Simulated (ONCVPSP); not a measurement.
**Pseudopotential generation for zinc (Zn): ONCV, PBE, scalar-relativistic.**

ONCVPSP 4.0.1 was run on this input:

```
# ATOM AND REFERENCE CONFIGURATION
# atsym  z   nc   nv     iexc    psfile
  Zn 30.00    3    3        4      upf
#
#   n    l    f
    1    0    2.00
    2    0    2.00
    2    1    6.00
    3    0    2.00
    3    1    6.00
    3    2   10.00
#
# PSEUDOPOTENTIAL AND OPTIMIZATION
# lmax
    3
#
#   l,   rc,      ep,       ncon, nbas, qcut
    0    1.15    0.00    4    7    9.30
    1    0.65    0.00    4    8   13.20
    2    1.15    0.00    4    8   11.80
    3    1.00    0.45    3    7   10.30
#
# LOCAL POTENTIAL
# lloc, lpopt,  rc(5),   dvloc0
    4    5    0.55    6.00
#
# VANDERBILT-KLEINMAN-BYLANDER PROJECTORs
# l, nproj, debl
    0    2    3.40
    1    2    0.80
    2    1    1.20
    3    2    3.10
#
# MODEL CORE CHARGE
# icmod, fcfact, rcfact
    0    0.00    0.00
#
# LOG DERIVATIVE ANALYSIS
# epsh1, epsh2, depsh
   -7.00    5.00    0.04
#
# OUTPUT GRID
# rlmax, drl
    6.00    0.01
#
# TEST CONFIGURATIONS
# ncnf
    4
# nvcnf
#   n    l    f
    4
    3    0    2.00
    3    1    6.00
    3    2   10.00
    4    0    2.00
#
    4
    3    0    2.00
    3    1    6.00
    3    2   10.00
    4    0    1.00
#
    3
    3    0    2.00
    3    1    6.00
    3    2    9.00
#
    4
    3    0    2.00
    3    1    6.00
    3    2   10.00
    4    1    1.00
#
```

Command:

```bash
oncvpsp.x < Zn.dat > Zn.out
```

Output (shortened: citation, most of the input echo, consistency checks and plot data are left out):

```
ONCVPSP  (Optimized Norm-Conservinng Vanderbilt PSeudopotential)
scalar-relativistic version 4.0.1

#   n    l    f        energy (Ha)
    1    0    2.00    -3.5083757E+02
    2    0    2.00    -4.3322074E+01
    2    1    6.00    -3.7653074E+01
    3    0    2.00    -5.5165634E+00
    3    1    6.00    -3.8332522E+00
    3    2   10.00    -1.1339389E+00

Reference configufation results
  iterations    26
  all-electron total energy (Ha)   -1.79497759D+03

Begin loop to  construct optimized pseudo wave functions
and semi-local pseudopoentials for all angular momenta

WARNING wellstate: negative energy specified for n= 4 l=  0
WARNING scattering state with energy  0.25000000
WARNING will be used for the first projector

   Wellstate for l =  0  n =  5
     eigenvalue =   0.2500
     asymptotic potential =   0.7500
     half-point radius =  3.0286

Calculating optimized projector #   1

 for l=   0

    Fraction of norm inside rc  0.948919
    Optimizing pswf for qcut=   9.30 a_B^-1,  ecut=  43.24 Ha
    Residual kinetic energy error=  5.13D-05 Ha

    Energy error per electron        Cutoff
         Ha          eV             Ha
         0.01000     0.27211       14.24
         0.00100     0.02721       32.80
         0.00010     0.00272       40.67
         0.00001     0.00027       89.27

Calculating optimized projector #   2

 for l=   0

    Fraction of norm inside rc  0.031608
    Optimizing pswf for qcut=   9.30 a_B^-1,  ecut=  43.24 Ha
    Residual kinetic energy error=  5.01D-05 Ha

    Energy error per electron        Cutoff
         Ha          eV             Ha
         0.01000     0.27211       10.34
         0.00100     0.02721       28.72
         0.00010     0.00272       40.12
         0.00001     0.00027       92.37

WARNING wellstate: negative energy specified for n= 4 l=  1
WARNING scattering state with energy  0.25000000
WARNING will be used for the first projector

   Wellstate for l =  1  n =  5
     eigenvalue =   0.2500
     asymptotic potential =   0.7500
     half-point radius =  3.9264

Calculating optimized projector #   1

 for l=   1

    Fraction of norm inside rc  0.463527
    Optimizing pswf for qcut=  13.21 a_B^-1,  ecut=  87.24 Ha
    Residual kinetic energy error=  1.28D-03 Ha

    Energy error per electron        Cutoff
         Ha          eV             Ha
         0.01000     0.27211       38.75
         0.00100     0.02721       91.15
         0.00010     0.00272      408.70
         0.00001     0.00027      491.85

Calculating optimized projector #   2

 for l=   1

    Fraction of norm inside rc  0.016458
    Optimizing pswf for qcut=  13.21 a_B^-1,  ecut=  87.24 Ha
    Residual kinetic energy error=  8.09D-05 Ha

    Energy error per electron        Cutoff
         Ha          eV             Ha
         0.01000     0.27211       25.60
         0.00100     0.02721       36.39
         0.00010     0.00272       83.30
         0.00001     0.00027      515.76

Calculating optimized projector #   1

 for l=   2

    Fraction of norm inside rc  0.771482
    Optimizing pswf for qcut=  11.81 a_B^-1,  ecut=  69.69 Ha
    Residual kinetic energy error=  2.69D-04 Ha

    Energy error per electron        Cutoff
         Ha          eV             Ha
         0.01000     0.27211       55.90
         0.00100     0.02721       64.46
         0.00010     0.00272      116.36
         0.00001     0.00027      188.84

   Wellstate for l =  3  n =  4
     eigenvalue =   0.4500
     asymptotic potential =   0.9500
     half-point radius =  3.5634

   Wellstate for l =  3  n =  5
     eigenvalue =   3.5500
     asymptotic potential =   4.0500
     half-point radius =  2.3311

Calculating optimized projector #   1

 for l=   3

    Fraction of norm inside rc  0.001923
    Optimizing pswf for qcut=  10.30 a_B^-1,  ecut=  53.00 Ha
    Residual kinetic energy error=  3.47D-06 Ha

    Energy error per electron        Cutoff
         Ha          eV             Ha
         0.01000     0.27211        5.43
         0.00100     0.02721       16.24
         0.00010     0.00272       32.67
         0.00001     0.00027       46.74

Calculating optimized projector #   2

 for l=   3

    Fraction of norm inside rc  0.043118
    Optimizing pswf for qcut=  10.30 a_B^-1,  ecut=  53.00 Ha
    Residual kinetic energy error=  2.64D-04 Ha

    Energy error per electron        Cutoff
         Ha          eV             Ha
         0.01000     0.27211       29.43
         0.00100     0.02721       45.36
         0.00010     0.00272       58.73
         0.00001     0.00027      134.41

Construct Vanderbilt / Kleinmman-Bylander projectors

B matrix Hermiticity error, ll=   0
   1   2   -6.2723E-04

  Orthonormal projector coefficients  2.5173E+01  3.5818E+00

B matrix Hermiticity error, ll=   1
   1   2   -4.3761E-04

  Orthonormal projector coefficients  1.8983E+01  5.4687E+00

B matrix Hermiticity error, ll=   3
   1   2    9.7914E-06

  Orthonormal projector coefficients -1.5174E+01 -8.4279E+00

Pseudoatom total energy -221.463440

Diagnostic tests using Vanderbilt-Kleinman-Bylander pseudopotentials
  1 or more projectors used as specified by nproj input data

   l    rcore       rmatch      e in        delta e   norm test  slope test

   0   1.1531527   1.1881649  -5.5165634   0.0000080   1.0002506   1.0002321
   0   1.1531527   1.1881649   0.2500000   0.0000741   1.0003436   1.0003436

   1   0.6532489   0.6730829  -3.8332522  -0.0000977   1.0002519   1.0004218
   1   0.6532489   0.6730829   0.2500000   0.0001326   1.0006696   1.0006696

   2   1.1531527   1.1881649  -1.1339389  -0.0000073   0.9999971   1.0000126

   3   1.0049241   1.0354358   0.4500000  -0.0002314   1.0001188   1.0001188
   3   1.0049241   1.0354358   3.5500000  -0.0000491   1.0002183   1.0002183

 Testing for bound ghosts
   n   l    E NL Schr. Eq   E Basis Diag.   E Cutoff

   1   0       -5.516555       -5.516521    142.97

   2   1       -3.833350       -3.810563    706.40

   3   2       -1.133946       -1.130615    194.23

   4   3       -0.133446        1.237095    288.80

 Testing for highly-localized positive-energy ghosts
       l    <radius>/rc     E Basis Diag.   E Cutoff

Test configuration 0

   n   l     f        eae           eps        diff
   1   0  2.0000 -350.83756540
   2   0  2.0000  -43.32207430
   2   1  6.0000  -37.65307431
   3   0  2.0000   -5.51656336   -5.51655536    8.00D-06
   3   1  6.0000   -3.83325218   -3.83334988   -9.77D-05
   3   2 10.0000   -1.13393886   -1.13394618   -7.31D-06

    Total energies and differences
      AE_ref= -1.79497759D+03  AE_tst= -1.79497759D+03  dif=  0.00D+00
      PS_ref= -2.21463440D+02  PS_tst= -2.21463440D+02  dif=  4.26D-13
      PSP excitation error= -4.26D-13

Test configuration 1

   n   l     f        eae           eps        diff
   1   0  2.0000 -350.06445616
   2   0  2.0000  -42.56792348
   2   1  6.0000  -36.89736575
   3   0  2.0000   -4.74920109   -4.74979792   -5.97D-04
   3   1  6.0000   -3.06498485   -3.06546509   -4.80D-04
   3   2 10.0000   -0.37265387   -0.37203770    6.16D-04
   4   0  2.0000   -0.21971926   -0.21989047   -1.71D-04

    Total energies and differences
      AE_ref= -1.79497759D+03  AE_tst= -1.79601874D+03  dif= -1.04D+00
      PS_ref= -2.21463440D+02  PS_tst= -2.22504982D+02  dif= -1.04D+00
      PSP excitation error=  3.88D-04

Test configuration 2

   n   l     f        eae           eps        diff
   1   0  2.0000 -350.42135238
   2   0  2.0000  -42.91734076
   2   1  6.0000  -37.24740084
   3   0  2.0000   -5.10449800   -5.10477633   -2.78D-04
   3   1  6.0000   -3.42081080   -3.42108434   -2.74D-04
   3   2 10.0000   -0.72618666   -0.72581603    3.71D-04
   4   0  1.0000   -0.51441851   -0.51458252   -1.64D-04

    Total energies and differences
      AE_ref= -1.79497759D+03  AE_tst= -1.79565534D+03  dif= -6.78D-01
      PS_ref= -2.21463440D+02  PS_tst= -2.22141364D+02  dif= -6.78D-01
      PSP excitation error=  1.71D-04

Test configuration 3

   n   l     f        eae           eps        diff
   1   0  2.0000 -351.62881192
   2   0  2.0000  -44.13272502
   2   1  6.0000  -38.46184034
   3   0  2.0000   -6.28704514   -6.29171674   -4.67D-03
   3   1  6.0000   -4.59603184   -4.59924450   -3.21D-03
   3   2  9.0000   -1.86385530   -1.86312847    7.27D-04

    Total energies and differences
      AE_ref= -1.79497759D+03  AE_tst= -1.79348800D+03  dif=  1.49D+00
      PS_ref= -2.21463440D+02  PS_tst= -2.19973859D+02  dif=  1.49D+00
      PSP excitation error=  6.69D-06

Test configuration 4

   n   l     f        eae           eps        diff
   1   0  2.0000 -350.48922911
   2   0  2.0000  -42.98114399
   2   1  6.0000  -37.31139262
   3   0  2.0000   -5.17234437   -5.17249773   -1.53D-04
   3   1  6.0000   -3.48873551   -3.48902671   -2.91D-04
   3   2 10.0000   -0.79188473   -0.79169004    1.95D-04
   4   1  1.0000   -0.31912637   -0.31915274   -2.64D-05

    Total energies and differences
      AE_ref= -1.79497759D+03  AE_tst= -1.79542293D+03  dif= -4.45D-01
      PS_ref= -2.21463440D+02  PS_tst= -2.21908843D+02  dif= -4.45D-01
      PSP excitation error=  6.38D-05
```

The run took about 5 s on one core of a shared server CPU.
